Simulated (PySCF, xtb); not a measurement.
InH2Br, SMILES [Br][InH2].

Harmonic wavenumbers (cm⁻¹) from GFN2-xTB (xtb) at its own minimum, in rising order: 250, 307, 405, 601, 1500, 1586.

Question: What does PBE0-D3(BJ)/def2-TZVP run with PySCF 2.14.0 give at its own minimum? (An estimate is asked for; the answer gives what the named calculation found.)

Answer: 247, 394, 537, 571, 1869, 1880. Paired by order, the mean absolute difference is 152 cm⁻¹ and the zero-point energies are 6.6 and 7.9 kcal/mol.
